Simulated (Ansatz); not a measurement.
A run for Ansatz (a program for electronic structure): R-B3LYP-D3(BJ)/def2-TZVP on H4N2Si (a complex).

Ansatz 0.2 input:
```yaml
crystal:
  periodic: [false, false, false]
  atoms:
    - {symbol: Si, position_ang: [0.05435668, 0.11750261, -0.00337461]}
    - {symbol: H, position_ang: [0.43574397, 0.39817671, -1.38709015]}
    - {symbol: H, position_ang: [0.20386853, 1.33869588, 0.78750823]}
    - {symbol: H, position_ang: [0.93574529, -0.91989559, 0.53111558]}
    - {symbol: H, position_ang: [-1.33069493, -0.33801622, 0.03982843]}
    - {symbol: N, position_ang: [0.19683653, -0.25780408, 3.74095452]}
    - {symbol: N, position_ang: [-0.49360920, -0.34237885, 2.89146193]}
basis:
  gaussian:
    orbitals: def2-TZVP
hamiltonian:
  xc: b3lyp
  dispersion: d3bj
relax: {f_tol: 0.004, max_steps: 120}
scf: {lower_state_search: off}
```

Output:

```
WARN ansatz: RAYON_NUM_THREADS=1 ignored (pool sized by the plan → 1); use --threads N
Functional definition: B3LYP
these checks for a lower state are left out or cut short: stability, starts, cluster_reference, orbital_swaps, neighbouring_geometries, increment
integrals: 0.03 GiB planned
747 factors; their error is unknown
mean field: 0.34 GiB planned
mean field evaluation 1: about -10923.3795 eV, gradient 2.7e1 eV
mean field evaluation 2: about -10924.2278 eV, gradient 1.9e1 eV
mean field evaluation 4: about -10924.9161 eV, gradient 3.3e0 eV
mean field evaluation 8: about -10924.9360 eV, gradient 3.3e-2 eV
mean field evaluation 16: about -10924.9716 eV, gradient 5.9e-6 eV
mean field -10924.97160798 eV, -401.4853013816 hartree, gradient 6.0e-6 eV, S^2 0.000000; 0 other end points of the search recorded, 0 dependent functions left out
the calculation of the forces begins
reference -10924.97186649 eV, -401.4853108816 hartree; 16, 16 occupied and 107, 107 virtual orbitals, 747 factors
relax step   1: F+E_penalty+E_count = -10925.15252074 eV  Δ(F+E_penalty+E_count) = +0.000e0 eV  max|allowed force component| = 1.084e0 eV/Å  Δτ_max = 0.0000 Å  (14 SCF iters, accepted)
these checks for a lower state are left out or cut short: stability, starts, cluster_reference, orbital_swaps, neighbouring_geometries, increment
integrals: 0.03 GiB planned
747 factors; their error is unknown
mean field: 0.34 GiB planned
mean field -10925.04074642 eV, -401.4878421724 hartree, gradient 2.5e-6 eV, S^2 0.000000; 0 other end points of the search recorded, 0 dependent functions left out
the calculation of the forces begins
reference -10925.04101000 eV, -401.4878518586 hartree; 16, 16 occupied and 107, 107 virtual orbitals, 747 factors
relax step   2: F+E_penalty+E_count = -10925.21004456 eV  Δ(F+E_penalty+E_count) = -5.752e-2 eV  max|allowed force component| = 5.946e-1 eV/Å  Δτ_max = 0.1962 Å  (23 SCF iters, accepted)
these checks for a lower state are left out or cut short: stability, starts, cluster_reference, orbital_swaps, neighbouring_geometries, increment
integrals: 0.03 GiB planned
747 factors; their error is unknown
mean field: 0.33 GiB planned
mean field evaluation 32: about -10925.0664 eV, gradient 2.7e-6 eV
mean field -10925.06642741 eV, -401.4887859312 hartree, gradient 2.7e-6 eV, S^2 0.000000; 0 other end points of the search recorded, 0 dependent functions left out
the calculation of the forces begins
reference -10925.06669546 eV, -401.4887957820 hartree; 16, 16 occupied and 107, 107 virtual orbitals, 747 factors
relax step   3: F+E_penalty+E_count = -10925.22457773 eV  Δ(F+E_penalty+E_count) = -1.453e-2 eV  max|allowed force component| = 4.003e-1 eV/Å  Δτ_max = 0.1598 Å  (18 SCF iters, accepted)
these checks for a lower state are left out or cut short: stability, starts, cluster_reference, orbital_swaps, neighbouring_geometries, increment
integrals: 0.03 GiB planned
747 factors; their error is unknown
mean field: 0.33 GiB planned
mean field -10925.07254217 eV, -401.4890106444 hartree, gradient 6.2e-7 eV, S^2 0.000000; 0 other end points of the search recorded, 0 dependent functions left out
the calculation of the forces begins
reference -10925.07281284 eV, -401.4890205916 hartree; 16, 16 occupied and 107, 107 virtual orbitals, 747 factors
relax step   4: F+E_penalty+E_count = -10925.22627651 eV  Δ(F+E_penalty+E_count) = -1.699e-3 eV  max|allowed force component| = 4.044e-1 eV/Å  Δτ_max = 0.0942 Å  (19 SCF iters, accepted)
these checks for a lower state are left out or cut short: stability, starts, cluster_reference, orbital_swaps, neighbouring_geometries, increment
integrals: 0.03 GiB planned
747 factors; their error is unknown
mean field: 0.33 GiB planned
mean field -10924.98677654 eV, -401.4858588158 hartree, gradient 2.2e-6 eV, S^2 0.000000; 0 other end points of the search recorded, 0 dependent functions left out
the calculation of the forces begins
reference -10924.98704499 eV, -401.4858686813 hartree; 16, 16 occupied and 107, 107 virtual orbitals, 747 factors
relax step   5: F+E_penalty+E_count = -10925.14260258 eV  Δ(F+E_penalty+E_count) = +8.367e-2 eV  max|allowed force component| = 4.942e0 eV/Å  Δτ_max = 0.2000 Å  (22 SCF iters, rejected (line search))
these checks for a lower state are left out or cut short: stability, starts, cluster_reference, orbital_swaps, neighbouring_geometries, increment
integrals: 0.03 GiB planned
747 factors; their error is unknown
mean field: 0.33 GiB planned
mean 
[...]
nd 107, 107 virtual orbitals, 747 factors
relax step  27: F+E_penalty+E_count = -10925.22867581 eV  Δ(F+E_penalty+E_count) = -4.455e-6 eV  max|allowed force component| = 9.888e-4 eV/Å  Δτ_max = 0.0046 Å  (20 SCF iters, accepted)
these checks for a lower state are left out or cut short: stability, starts, cluster_reference, orbital_swaps, neighbouring_geometries, increment
integrals: 0.03 GiB planned
747 factors; their error is unknown
mean field: 0.33 GiB planned
mean field -10925.07930381 eV, -401.4892591303 hartree, gradient 2.7e-6 eV, S^2 0.000000; 0 other end points of the search recorded, 0 dependent functions left out
the calculation of the forces begins
reference -10925.07957499 eV, -401.4892690958 hartree; 16, 16 occupied and 107, 107 virtual orbitals, 747 factors
relax step  28: F+E_penalty+E_count = -10925.22868023 eV  Δ(F+E_penalty+E_count) = -4.417e-6 eV  max|allowed force component| = 4.299e-3 eV/Å  Δτ_max = 0.0071 Å  (18 SCF iters, accepted)
these checks for a lower state are left out or cut short: stability, starts, cluster_reference, orbital_swaps, neighbouring_geometries, increment
integrals: 0.03 GiB planned
747 factors; their error is unknown
mean field: 0.33 GiB planned
mean field -10925.07942037 eV, -401.4892634140 hartree, gradient 2.8e-6 eV, S^2 0.000000; 0 other end points of the search recorded, 0 dependent functions left out
the calculation of the forces begins
reference -10925.07969138 eV, -401.4892733733 hartree; 16, 16 occupied and 107, 107 virtual orbitals, 747 factors
relax step  29: F+E_penalty+E_count = -10925.22866097 eV  Δ(F+E_penalty+E_count) = +1.926e-5 eV  max|allowed force component| = 8.500e-2 eV/Å  Δτ_max = 0.0205 Å  (18 SCF iters, rejected (line search))
these checks for a lower state are left out or cut short: stability, starts, cluster_reference, orbital_swaps, neighbouring_geometries, increment
integrals: 0.03 GiB planned
747 factors; their error is unknown
mean field: 0.33 GiB planned
mean field evaluation 224: about -10925.0794 eV, gradient 2.7e-6 eV
mean field -10925.07938622 eV, -401.4892621587 hartree, gradient 2.7e-6 eV, S^2 0.000000; 0 other end points of the search recorded, 0 dependent functions left out
the calculation of the forces begins
reference -10925.07965732 eV, -401.4892721215 hartree; 16, 16 occupied and 107, 107 virtual orbitals, 747 factors
relax step  30: F+E_penalty+E_count = -10925.22868397 eV  Δ(F+E_penalty+E_count) = -3.744e-6 eV  max|allowed force component| = 1.650e-2 eV/Å  Δτ_max = 0.0100 Å  (19 SCF iters, accepted)
these checks for a lower state are left out or cut short: stability, starts, cluster_reference, orbital_swaps, neighbouring_geometries, increment
integrals: 0.03 GiB planned
747 factors; their error is unknown
mean field: 0.33 GiB planned
mean field -10925.07941397 eV, -401.4892631785 hartree, gradient 2.7e-6 eV, S^2 0.000000; 0 other end points of the search recorded, 0 dependent functions left out
the calculation of the forces begins
reference -10925.07968503 eV, -401.4892731398 hartree; 16, 16 occupied and 107, 107 virtual orbitals, 747 factors
relax step  31: F+E_penalty+E_count = -10925.22868543 eV  Δ(F+E_penalty+E_count) = -1.455e-6 eV  max|allowed force component| = 1.630e-2 eV/Å  Δτ_max = 0.0049 Å  (19 SCF iters, accepted)
these checks for a lower state are left out or cut short: stability, starts, cluster_reference, orbital_swaps, neighbouring_geometries, increment
integrals: 0.03 GiB planned
747 factors; their error is unknown
mean field: 0.33 GiB planned
mean field -10925.07945119 eV, -401.4892645465 hartree, gradient 2.7e-6 eV, S^2 0.000000; 0 other end points of the search recorded, 0 dependent functions left out
the calculation of the forces begins
reference -10925.07972222 eV, -401.4892745068 hartree; 16, 16 occupied and 107, 107 virtual orbitals, 747 factors
relax step  32: F+E_penalty+E_count = -10925.22868702 eV  Δ(F+E_penalty+E_count) = -1.588e-6 eV  max|allowed force component| = 1.019e-2 eV/Å  Δτ_max = 0.0045 Å  (19 SCF iters, accepted)
these checks for a lower state are left out or cut short: stability, starts, cluster_reference, orbital_swaps, neighbouring_geometries, increment
integrals: 0.03 GiB planned
747 factors; their error is unknown
mean field: 0.33 GiB planned
mean field -10925.07950559 eV, -401.4892665455 hartree, gradient 2.7e-6 eV, S^2 0.000000; 0 other end points of the search recorded, 0 dependent functions left out
the calculation of the forces begins
reference -10925.07977657 eV, -401.4892765040 hartree; 16, 16 occupied and 107, 107 virtual orbitals, 747 factors
relax step  33: F+E_penalty+E_count = -10925.22868840 eV  Δ(F+E_penalty+E_count) = -1.383e-6 eV  max|allowed force component| = 6.217e-3 eV/Å  Δτ_max = 0.0070 Å  (19 SCF iters, accepted)
these checks for a lower state are left out or cut short: stability, starts, cluster_reference, orbital_swaps, neighbouring_geometries, increment
integrals: 0.03 GiB planned
747 factors; their error is unknown
mean field: 0.33 GiB planned
mean field -10925.07954099 eV, -401.4892678465 hartree, gradient 2.7e-6 eV, S^2 0.000000; 0 other end points of the search recorded, 0 dependent functions left out
the calculation of the forces begins
reference -10925.07981191 eV, -401.4892778025 hartree; 16, 16 occupied and 107, 107 virtual orbitals, 747 factors
relax step  34: F+E_penalty+E_count = -10925.22868899 eV  Δ(F+E_penalty+E_count) = -5.878e-7 eV  max|allowed force component| = 1.263e-2 eV/Å  Δτ_max = 0.0075 Å  (19 SCF iters, accepted)
these checks for a lower state are left out or cut short: stability, starts, cluster_reference, orbital_swaps, neighbouring_geometries, increment
integrals: 0.03 GiB planned
747 factors; their error is unknown
mean field: 0.33 GiB planned
mean field evaluation 256: about -10925.0795 eV, gradient 2.5e-6 eV
mean field -10925.07953591 eV, -401.4892676600 hartree, gradient 8.5e-7 eV, S^2 0.000000; 0 other end points of the search recorded, 0 dependent functions left out
the calculation of the forces begins
reference -10925.07980683 eV, -401.4892776159 hartree; 16, 16 occupied and 107, 107 virtual orbitals, 747 factors
relax step  35: F+E_penalty+E_count = -10925.22868943 eV  Δ(F+E_penalty+E_count) = -4.445e-7 eV  max|allowed force component| = 5.580e-3 eV/Å  Δτ_max = 0.0003 Å  (11 SCF iters, accepted)
these checks for a lower state are left out or cut short: stability, starts, cluster_reference, orbital_swaps, neighbouring_geometries, increment
integrals: 0.03 GiB planned
747 factors; their error is unknown
mean field: 0.33 GiB planned
mean field -10925.07953902 eV, -401.4892677741 hartree, gradient 1.6e-6 eV, S^2 0.000000; 0 other end points of the search recorded, 0 dependent functions left out
the calculation of the forces begins
reference -10925.07980993 eV, -401.4892777300 hartree; 16, 16 occupied and 107, 107 virtual orbitals, 747 factors
relax step  36: F+E_penalty+E_count = -10925.22868963 eV  Δ(F+E_penalty+E_count) = -1.996e-7 eV  max|allowed force component| = 2.838e-4 eV/Å  Δτ_max = 0.0005 Å  (11 SCF iters, accepted)
Total energy: -10925.22896055 eV, -401.4947589139 hartree
Atom 0 at     0.082398     0.148679    -0.189885 Å, force    -0.000047    -0.000013    -0.000051 eV/Å
Atom 1 at     0.400190     0.406868    -1.613209 Å, force    -0.000019     0.000014     0.000004 eV/Å
Atom 2 at     0.257705     1.397301     0.585132 Å, force     0.000034    -0.000008     0.000005 eV/Å
Atom 3 at     0.996006    -0.890678     0.334970 Å, force     0.000030     0.000002    -0.000031 eV/Å
Atom 4 at    -1.317536    -0.315675    -0.074357 Å, force     0.000032     0.000003     0.000016 eV/Å
Atom 5 at    -0.023132    -0.368795     4.291832 Å, force     0.000055     0.000021     0.000284 eV/Å
Atom 6 at    -0.393385    -0.381420     3.265921 Å, force    -0.000084    -0.000019    -0.000227 eV/Å
Dipole moment:    -0.008583    -0.005407     0.023736 e Å
Checks for a lower state left out: stability, starts, cluster_reference, orbital_swaps, neighbouring_geometries, increment
```

The calculation finished and met its thresholds.

Cost: very roughly 30 core-seconds.
